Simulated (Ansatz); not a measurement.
Basis-set series for C$_{2}$H$_{4}$BN, SMILES `B1C=NC1`. The species carries charge 0 and has multiplicity 1. All single points use the PBE0-D4/def2-TZVP geometry.

```json
{"functional": "PBE0-D4", "basis": "def2-SVP", "functions": "76", "energy (Eh)": "-157.83137", "HOMO (eV)": "-7.12", "LUMO (eV)": "-1.12"}
{"functional": "PBE0-D4", "basis": "def2-TZVPP", "functions": "180", "energy (Eh)": "-158.00576", "HOMO (eV)": "-7.20", "LUMO (eV)": "-1.26"}
{"functional": "ωB97M-V", "basis": "def2-SVP", "functions": "76", "energy (Eh)": "-157.94871", "HOMO (eV)": "-9.39", "LUMO (eV)": "1.22"}
{"functional": "ωB97M-V", "basis": "def2-TZVPP", "functions": "180", "energy (Eh)": "-158.13139", "HOMO (eV)": "-9.49", "LUMO (eV)": "0.92"}
```

Give the rows for def2-QZVPP. (Best estimate.)

Ansatz gave: 
```csv
functional,basis,functions,energy (Eh),HOMO (eV),LUMO (eV)
PBE0-D4,def2-QZVPP,348,-158.01469,-7.22,-1.30
ωB97M-V,def2-QZVPP,348,-158.13971,-9.51,0.78
```

Positive LUMOs are unbound and depend on the basis.
